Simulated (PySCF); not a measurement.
C$_{2}$H$_{6}$N, doublet, at a GFN2-xTB geometry. Base run: HF/6-31G in PySCF.

The PySCF input:
```python
from pyscf import gto, scf

mol = gto.M(
    atom='''
C    -1.193133    0.229233   -0.143777
C     0.177988   -0.430284   -0.214540
N     1.146178    0.314101    0.456461
H    -1.931808   -0.367610   -0.672943
H    -1.149243    1.219699   -0.587877
H    -1.497333    0.337082    0.893529
H     0.120844   -1.461334    0.191989
H     0.465509   -0.587401   -1.274842
H     2.059649   -0.132835    0.404819
''',
    basis='6-31g',
    charge=0,
    spin=1,
    verbose=4,
)

mf = scf.UHF(mol)
mf.kernel()
```

The base run was repeated with changes; each row names its change, and settings that it needs were set with it.

| change | ΔE vs base (mEh) | SCF cycles | <S^2> |
|---|---|---|---|
| base | 0.000 | 12 | 0.760 |
| diis = off; damp = 0.6 (with mf.diis_start_cycle = 200; with mf.max_cycle = 150) | 0.000 | 51 | 0.760 |
| init_guess = mod_huckel | 0.000 | 12 | 0.760 |
| conv_tol = 1e-11 | 0.000 | 15 | 0.760 |
| diis_space = 20 | 0.000 | 12 | 0.760 |
| DIIS = ADIIS | 0.000 | 20 | 0.760 |
| conv_tol = 1e-12 | 0.000 | 16 | 0.760 |
| conv_tol_grad = 1e-7 | 0.000 | 17 | 0.760 |
| level_shift = 0.3 (with mf.max_cycle = 100) | 0.000 | 14 | 0.760 |
| diis_space = 4 | 0.000 | 13 | 0.760 |
| level_shift = 0.5 (with mf.max_cycle = 100) | 0.000 | 16 | 0.760 |
| init_guess = huckel | 0.000 | 13 | 0.760 |
| init_guess = sap | 0.000 | 12 | 0.760 |

Open shells are given as the SCF converged; they aren't shown to be the lowest states, and a large step between rows can be another state.
